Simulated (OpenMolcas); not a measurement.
Ionisation energies of ruthenium

```yaml
Program: OpenMolcas 26.06
Basis: ANO-RCC-VQZP [8s7p5d3f2g1h]
Scalar_Hamiltonian: DKH2, point nucleus
Spin-orbit_coupling: RASSI with atomic mean-field integrals over the reference wave functions, term energies averaged over their components
```

Active shells in each charge state: the valence d shell, with orbitals averaged over the low states. Where CASPT2's correlated closed shells are named, they are those of the first ion.

A. CASSCF
B. SS-CASPT2, IPEA 0.25 Eh, imaginary shift 0.1 Eh (closed shells correlated: 4s 4p)
C. SS-CASPT2, IPEA 0 Eh, imaginary shift 0.1 Eh (closed shells correlated: 4s 4p)
D. SS-CASPT2, IPEA 0.25 Eh, imaginary shift 0.1 Eh (closed shells correlated: none)
E. SS-CASPT2, IPEA 0.25 Eh, imaginary shift 0.1 Eh (closed shells correlated: 3d 4s 4p)

Energies in eV between the lowest computed levels, named as in B; reference values from the NIST Atomic Spectra Database with their kind.

```
           From               To        A        B        C        D        E  Spin-orbit share in B                Reference
   Ru2+ 4d⁶ ⁵D₄  Ru3+ 4d⁵ ⁶S_5/2   26.515   28.211   28.179   27.974   28.197                 +0.132  28.470 (semi-empirical)
Ru3+ 4d⁵ ⁶S_5/2     Ru4+ 4d⁴ ⁵D₀   44.891   45.872   45.962   45.604   45.835                 -0.238     45.000 (theoretical)
   Ru4+ 4d⁴ ⁵D₀  Ru5+ 4d³ ⁴F_3/2   59.300   60.279   60.335   59.909   60.244                 -0.107     59.000 (theoretical)
Ru5+ 4d³ ⁴F_3/2     Ru6+ 4d² ³F₂   75.637   76.579   76.669   76.015   76.543                 -0.076     76.000 (theoretical)
   Ru6+ 4d² ³F₂   Ru7+ 4d ²D_3/2   93.029   93.948   94.021   93.187   93.912                 +0.120     93.000 (theoretical)
 Ru7+ 4d ²D_3/2     Ru8+ 4p⁶ ¹S₀  110.048  111.000  111.067  110.048  110.965                 +0.300    110.000 (theoretical)
```

The lowest level within the active space need not be the ion's true ground level.
